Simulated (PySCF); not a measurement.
Computed IR spectrum (relative IR intensity) of a molecule C8H8. Geometry optimised at ωB97X-D3(BJ)/def2-SVP. One conformer was computed; it need not be the lowest. Computed with ωB97X-D3(BJ)/def2-SVP in PySCF. Frequencies are harmonic and unscaled.

ν (cm⁻¹): 231 (vw), 416 (vw), 438 (m), 513 (w), 666 (m), 768 (vw), 815 (m), 940 (vs), 946 (vw), 970 (w), 1020 (w), 1183 (w), 1442 (w), 1452 (m), 1682 (w), 1705 (w), 3179 (vw), 3182 (vw), 3223 (m), 3233 (m), 3280 (w) (against the strongest line: vs over 80 %, s over 45 %, m over 15 %, w over 4 %, vw less)

Task: Identify the compound among the candidates.
(A) C=c1ccccc1=C
(B) C#CC(=C=C)/C=C\C
(C) C#CCCC#CC=C
(D) C#C/C=C/CC#CC

Result: A, C=c1ccccc1=C
